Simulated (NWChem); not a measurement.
A series in which one site is exchanged, each optimised at PBE0/def2-SVP with NWChem, gas phase unless a solvent is named. 

A: [OH][GaH2] (GaH$_{3}$O; site = Ga)
B: OB (BH3O; site = B)
C: [OH][AlH2] (AlH3O; site = Al)

Rank them by static polarisability, PBE0/def2-SVPD (bohr³), lowest first.

B (21.3), C (33.4), A (34.8)
